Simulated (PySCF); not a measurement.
C3H5AlClF, SMILES [CH2](C=C)[Al]([F])[Cl].

Geometry: PBE0-D3(BJ)/def2-SVP. The structure was generated by enumeration; whether it is a known compound was not checked. One conformer was computed; it need not be the lowest.

Level of theory: PBE0-D3(BJ)/def2-SVP in PySCF.

Frequencies are harmonic and unscaled.

Computed normal modes with their intensities:
| mode | ν (cm⁻¹) | IR (km/mol) | Raman (Å⁴/amu) | depolarisation | moving atoms (share of kinetic energy) |
|---|---|---|---|---|---|
| 1 | 68 | 4.0 | 5.3 | 0.67 | C 55 %, Cl 17 %, H 16 % |
| 2 | 112 | 4.7 | 2.0 | 0.64 | C 39 %, F 23 %, Al 16 %, H 15 % |
| 3 | 140 | 2.9 | 1.8 | 0.66 | C 37 %, Cl 22 %, H 21 %, Al 11 %, F 9 % |
| 4 | 190 | 43.4 | 1.5 | 0.42 | Al 41 %, F 35 %, C 11 %, Cl 9 % |
| 5 | 204 | 17.5 | 4.1 | 0.63 | F 31 %, Al 27 %, H 16 %, C 15 %, Cl 12 % |
| 6 | 227 | 8.6 | 3.6 | 0.66 | H 41 %, C 27 %, F 16 %, Al 11 % |
| 7 | 421 | 2.1 | 4.6 | 0.67 | C 44 %, H 39 %, Cl 10 % |
| 8 | 471 | 18.4 | 9.8 | 0.07 | Cl 32 %, C 25 %, H 23 %, Al 11 %, F 9 % |
| 9 | 628 | 54.8 | 3.4 | 0.12 | H 48 %, C 28 %, Al 18 % |
| 10 | 678 | 117.4 | 1.6 | 0.45 | H 41 %, Al 34 %, C 19 % |
| 11 | 733 | 9.5 | 8.1 | 0.37 | H 58 %, C 35 % |
| 12 | 874 | 91.2 | 0.8 | 0.14 | F 46 %, Al 44 % |
| 13 | 905 | 51.6 | 1.9 | 0.75 | H 72 %, C 25 % |
| 14 | 948 | 39.7 | 3.2 | 0.43 | H 54 %, C 44 % |
| 15 | 975 | 90.8 | 15.7 | 0.39 | H 71 %, C 26 % |
| 16 | 1000 | 23.0 | 17.0 | 0.15 | H 66 %, C 32 % |
| 17 | 1051 | 9.7 | 2.7 | 0.37 | H 82 %, C 18 % |
| 18 | 1187 | 23.0 | 4.3 | 0.75 | H 60 %, C 39 % |
| 19 | 1307 | 2.3 | 14.7 | 0.31 | H 77 %, C 23 % |
| 20 | 1407 | 5.8 | 8.3 | 0.62 | H 89 %, C 11 % |
| 21 | 1436 | 6.8 | 11.4 | 0.55 | H 81 %, C 19 % |
| 22 | 1658 | 40.0 | 31.0 | 0.12 | C 83 %, H 17 % |
| 23 | 3113 | 0.2 | 113.0 | 0.17 | H 94 % |
| 24 | 3150 | 1.8 | 68.5 | 0.12 | H 94 % |
| 25 | 3169 | 2.5 | 89.0 | 0.33 | H 92 %, C 8 % |
| 26 | 3222 | 0.2 | 73.7 | 0.59 | H 90 %, C 10 % |
| 27 | 3270 | 0.1 | 74.7 | 0.54 | H 90 %, C 10 % |
